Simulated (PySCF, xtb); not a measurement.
BiFBr₂, SMILES [Br][Bi]([Br])[F].

GFN2-xTB (xtb 6.7.1) at its own geometry gives an orbital gap of 5.71 eV and a dipole moment of 9.23 D.

The structure is a stationary point at B3LYP-D3(BJ)/def2-SVP. The structure was generated by enumeration; whether it is a known compound was not checked. The def2 effective core potentials stand for the cores of Bi; spin–orbit coupling is left out.

Q: What does HF/def2-TZVP run with PySCF give? (The exact figures need the calculation; the answer reports its results.)

A: gap 11.38 eV (levels -11.08 and 0.30 eV), dipole 4.62 D.
